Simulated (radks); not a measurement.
The numbers below are computed, except where a source is named.
Ionisation of W+, [Xe] 4f14 5d4 6s1, to W2+, [Xe] 4f14 5d4, under several functionals. Dirac Kohn-Sham, spin-unpolarised, spherical densities, finite nucleus; open shells are shared between the two j in proportion to 2j + 1; a radial shooting solver on a logarithmic mesh with Libxc functionals.

functional	E(W+) (hartree)	Exc (hartree)	IE (eV)	-e(HOMO) (eV)	<r> HOMO (bohr)	IE error (eV)
HCTH/407	-16172.4683	-334.6998	15.645	11.610	1.976	-0.725
BP86	-16164.9993	-326.8684	15.867	11.586	1.998	-0.503
revPBE	-16163.3482	-325.2038	15.542	11.350	1.996	-0.828
RPBE	-16163.4871	-325.3436	15.527	11.338	1.996	-0.843

NIST Atomic Spectra Database: 16.4 eV (semi-empirical). Closest: BP86. The Delta-SCF values span 0.34 eV, the total energies 9.12 hartree. The highest occupied level is 5d5/2. Spin polarisation and multiplet splitting are left out, so open shells lie too high by an amount that depends on their filling. Sharing an open shell by 2j + 1 raises it above the true ground level by a part of the spin-orbit splitting, which enters the differences from NIST.

Beside tabulated values, note that spin-unpolarised runs miss the spin-polarisation part of the exchange energy of open shells.
